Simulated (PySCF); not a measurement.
Work out the structure from these simulated measurements.

Formula: C4H10Si.

* Triplet: lowest triplet excitation (Tamm–Dancoff): 7.41 eV [TDA wB97X-D/def2-SVPD]
* 1H NMR: chemical shifts (computed TMS as zero) by class: 4.15 (2 H), 1.64 (4 H), 0.86 (4 H) ppm [GIAO PBE0/pcSseg-1]
* UV, first state: lowest singlet excitation: 7.83 eV (158 nm, f = 0.010) [TDDFT wB97X-D/def2-SVPD]
* NMR, other nuclei: isotropic shieldings of nuclei other than C and H, by class: 383 (1 Si) ppm [GIAO PBE0/pcSseg-1]
* Rotational structure: rotational constants A, B, C: 5.581, 4.077, 2.659 GHz [GFN2-xTB]
* Polarisability: 71.4 au [wB97X-D/def2-SVPD]
* UV, strongest line: among the 8 lowest singlet transitions: S2 at 8.08 eV (153 nm, f = 0.092) [TDDFT wB97X-D/def2-SVPD]
* 13C NMR: chemical shifts (computed TMS as zero) by class: 32.2 (2 C), 10.2 (2 C) ppm [GIAO PBE0/pcSseg-1]
* Dipole: 0.54 D [wB97X-D/def2-SVPD]

The electronic properties come from PySCF, for the isolated species, density fitting. Levels stand in brackets. One conformer (not necessarily the lowest) at the GFN2-xTB geometry, without solvent, vibrations or thermal averaging. NMR values are class means; diastereotopic atoms form classes of their own.

Problem. Propose a structure and show how it fits.

Solution. Numbering: `[CH2:1]1[CH2:2][CH2:3][SiH2:4][CH2:5]1`. Its formula, C4H10Si, gives 1 degree of unsaturation: 1 ring and 0 π bonds in the structure found. 4 carbons fall into 2 classes; from least to most shielded: ring CH2 carbon [C1/C2] (32.2 ppm, 2 C), ring sp3 carbon bound to silicon [C3/C5] (10.2 ppm, 2 C). Hydrogen classes from least to most shielded: 2 H on an SiH2 silicon, Si4 (4.15 ppm), 4 H on 2 ring CH2 carbons, C1/C2 (1.64 ppm, a mean of values up to 1.0 ppm apart in this geometry), 4 H on 2 like atoms (sp3 carbon bound to silicon), C3/C5 (0.86 ppm). The other shieldings belong to: 383 ppm, SiH2 silicon [Si4]. The optimised geometry has point group C2 and is an asymmetric top. Structure: `C1CC[SiH2]C1`. Computed isomers that give other values at the same levels: `C[Si]1(C)CC1` (13C chemical shifts (computed TMS as zero) by class: -1.6 (2 C), -5.1 (2 C) ppm); `C=C[C@H](C)[SiH3]` (13C chemical shifts (computed TMS as zero) by class: 151.1 (1 C), 118.4 (1 C), 29.2 (1 C), 19.7 (1 C) ppm); `C=C[SiH](C)C` (13C chemical shifts (computed TMS as zero) by class: 145.9 (1 C), 142.2 (1 C), -1.9 (2 C) ppm). The assignments are read from this structure; whether some other isomer fits the data as well wasn't checked.
